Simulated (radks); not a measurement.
The numbers below are computed, except where a source is named.
Ionisation of the tin ion Sn+, [Kr] 4d10 5s2 5p1, to Sn2+, [Kr] 4d10 5s2, under several functionals. Dirac Kohn-Sham, spin-unpolarised, spherical densities, point nucleus; open shells are shared between the two j in proportion to 2j + 1; a radial shooting solver on a logarithmic mesh with Libxc functionals.

| functional | E(Sn+) (hartree) | Exc (hartree) | IE (eV) | -e(HOMO) (eV) | <r> HOMO (bohr) | IE error (eV) |
|---|---|---|---|---|---|---|
| SOGGA | -6175.62636 | -161.85775 | 13.865 | 9.989 | 2.927 | -0.768 |
| LDA (Slater exchange, Perdew-Wang correlation) | -6173.40201 | -159.60141 | 14.276 | 10.334 | 2.910 | -0.357 |
| exchange-only LDA | -6168.67093 | -154.80646 | 13.168 | 9.270 | 2.971 | -1.465 |
| OLYP | -6181.18432 | -167.57930 | 13.667 | 9.787 | 2.980 | -0.966 |
| LDA (Slater exchange, Perdew-Zunger correlation) | -6173.40101 | -159.60043 | 14.283 | 10.341 | 2.910 | -0.350 |
| HCTH/407 | -6182.67599 | -169.15562 | 14.017 | 10.142 | 2.964 | -0.616 |
| PBEsol | -6175.99634 | -162.22954 | 13.990 | 10.103 | 2.920 | -0.643 |
| AM05 | -6173.64114 | -159.84874 | 13.942 | 10.048 | 2.922 | -0.692 |

NIST Atomic Spectra Database: 14.633 eV (measured). Closest: LDA (Slater exchange, Perdew-Zunger correlation). The Delta-SCF values span 1.11 eV, the total energies 14.01 hartree. The highest occupied level is 5p3/2. Spin polarisation and multiplet splitting are left out, so open shells lie too high by an amount that depends on their filling. Sharing an open shell by 2j + 1 raises it above the true ground level by a part of the spin-orbit splitting, which enters the differences from NIST.

Beside tabulated values, note that spin-unpolarised runs miss the spin-polarisation part of the exchange energy of open shells.
